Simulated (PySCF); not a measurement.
Job file and geometry (Å, from GFN2-xTB) of an NMR shielding run on SMILES FC[C@@H]1CCC(=O)C1, C6H9FO, GIAO PBE0/pcSseg-1 NMR shielding, non-relativistic, gas phase (PySCF 2.14.0, density-fitted response routines); density fitting, a coarse starting grid and PySCF grid level 2 are the driver's defaults:

```
$ OMP_NUM_THREADS=1 python probes_run.py task.json out

{"job": {"kind": "nmr", "xc": "PBE0", "basis": "pcSseg-1"}, "charge": 0, "multiplicity": 1}
O     -2.194050    -1.090201     1.398102
C     -1.355240    -0.684008     0.641625
C     -1.497716     0.514642    -0.276955
C     -0.271080     0.483061    -1.185426
C      0.806871    -0.239453    -0.365418
C      1.531571     0.729245     0.566494
F      2.533886     0.073877     1.239862
C      0.021635    -1.278390     0.436866
H     -1.519788     1.413655     0.342315
H     -2.441753     0.473054    -0.818798
H      0.046366     1.478558    -1.492797
H     -0.488529    -0.097003    -2.082878
H      1.556808    -0.708763    -1.006569
H      2.009855     1.541058     0.008446
H      0.860856     1.140948     1.327182
H      0.491991    -1.532931     1.386178
H     -0.098680    -2.205317    -0.128138
```

Problem. Write the output of this run.

Solution. 
```
coarse grid: 14272 points
cycle   1  E = -408.4098928135  dE =  1.167e+00  |g| = 8.708e-01  |ddm| = 3.610e+00
cycle   2  E = -408.0484390148  dE =  3.615e-01  |g| = 1.650e+00  |ddm| = 2.494e+00
cycle   3  E = -408.5463073114  dE = -4.979e-01  |g| = 2.160e-01  |ddm| = 1.902e+00
cycle   4  E = -408.5555706208  dE = -9.263e-03  |g| = 6.939e-02  |ddm| = 2.105e-01
cycle   5  E = -408.5564118455  dE = -8.412e-04  |g| = 1.535e-02  |ddm| = 5.564e-02
cycle   6  E = -408.5564508674  dE = -3.902e-05  |g| = 5.905e-03  |ddm| = 1.405e-02
cycle   7  E = -408.5564569950  dE = -6.128e-06  |g| = 1.092e-03  |ddm| = 4.980e-03
final grid: 138408 points
cycle   8  E = -408.6226501291  dE = -2.820e-05  |g| = 1.412e-02  |ddm| = 3.136e-02
cycle   9  E = -408.6225472467  dE =  1.029e-04  |g| = 2.726e-02  |ddm| = 3.169e-02
cycle  10  E = -408.6226893381  dE = -1.421e-04  |g| = 2.435e-03  |ddm| = 2.223e-02
cycle  11  E = -408.6226905417  dE = -1.204e-06  |g| = 3.192e-04  |ddm| = 1.927e-03
cycle  12  E = -408.6226905549  dE = -1.325e-08  |g| = 1.625e-04  |ddm| = 4.047e-04
cycle  13  E = -408.6226905589  dE = -4.021e-09  |g| = 2.543e-05  |ddm| = 1.192e-04
cycle  14  E = -408.6226905590  dE = -1.154e-10  |g| = 7.497e-06  |ddm| = 3.063e-05
converged SCF energy = -408.6226905590

GIAO shielding tensors (ppm)
atom      isotropic    diamagn.    paramagn.     s11        s22        s33       span
  0 O     -338.449     395.782    -734.231   -956.136   -427.033    367.821   1323.957
  1 C      -34.833     248.811    -283.644   -107.370    -60.994     63.864    171.233
  2 C      148.588     251.874    -103.286    132.409    140.220    173.135     40.726
  3 C      160.474     248.231     -87.757    141.671    163.769    175.982     34.312
  4 C      146.655     248.526    -101.872    132.105    145.024    162.834     30.729
  5 C       98.171     243.722    -145.550     59.391     84.858    150.265     90.874
  6 F      419.896     471.473     -51.577    393.317    407.414    458.959     65.642
  7 C      143.609     251.716    -108.107    130.071    137.607    163.147     33.076
  8 H       29.746      30.092      -0.347     25.979     28.146     35.112      9.133
  9 H       29.544      29.189       0.354     25.274     28.057     35.300     10.027
 10 H       30.075      30.834      -0.759     26.127     28.294     35.805      9.677
 11 H       29.669      30.711      -1.042     24.625     27.952     36.431     11.806
 12 H       29.118      31.538      -2.420     25.898     26.964     34.493      8.595
 13 H       26.971      29.104      -2.133     22.152     28.721     30.040      7.888
 14 H       27.384      29.731      -2.347     22.309     29.566     30.277      7.967
 15 H       29.179      30.343      -1.165     24.687     29.407     33.442      8.754
 16 H       29.419      30.077      -0.658     25.433     27.411     35.411      9.978
```

Problem. Turn these shieldings into chemical shifts. References, each an isolated molecule treated in the same way: $^{17}$O (336.08 ppm) against H2O; $^{13}$C (186.93 ppm) and $^{1}$H (31.72 ppm) vs TMS; $^{19}$F (170.95 ppm) against CFCl3.

Solution. Averaging equivalent atoms: O 0: 674.5; C 1: 221.8; C 5: 88.8; C 7: 43.3; C 4: 40.3; C 2: 38.3; C 3: 26.5; F 6: -249.0; H 13: 4.75; H 14: 4.33; H 12: 2.60; H 15: 2.54; H 16: 2.30; H 9: 2.17; H 11: 2.05; H 8: 1.97; H 10: 1.64 ppm. Unscaled 19F shifts against computed CFCl3 carry errors that often reach 10 to 50 ppm. Unscaled 17O shifts of doubly bonded oxygen tend to come out too high, by tens of ppm or more. Experimental scales use liquid or dissolved standards, which lie at an offset from isolated H2O (liquid H2O: subtract about 36 ppm).

Size and cost of the density-fitted run: 181 basis functions, 51 s wall time on 1 thread of an Arm Neoverse N1, shared host; peak memory 0.91 GiB.
